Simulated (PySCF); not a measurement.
## Electron correlation in S⁺ (sulfur, charge +1)

[Ne] 3s2 3p3, high-spin 4S determinant. Calculation: PySCF 2.14, in 6-31G* (4s3p1d, 18 functions); no relativity, point nucleus. Frozen: [Ne]; 5 electrons correlated.

MP2 pair energies summed by pair of shells (mhartree):

| pair | energy | share (%) |
| --- | --- | --- |
| 3s-3p | -42.03 | 65.4 |
| 3p-3p | -14.61 | 22.7 |
| 3s-3s | -7.59 | 11.8 |

Total MP2 correlation energy: -64.24 mhartree.

Same-spin part -16.31 and opposite-spin part -47.93 mhartree; SCS-MP2 scales them by 1/3 and 6/5 to -62.96 mhartree.

```tsv
level	correlation energy (mhartree)
CCSD	-81.89
(T)	-0.89
CCSD(T)	-82.78
```

Diagnostics: T1 = 0.0039, D1 = 0.0090, largest double amplitude 0.058.

**Question.** Is a single reference adequate?

**Answer.** Yes: T1 lies below 0.03 and no double amplitude reaches 0.07.
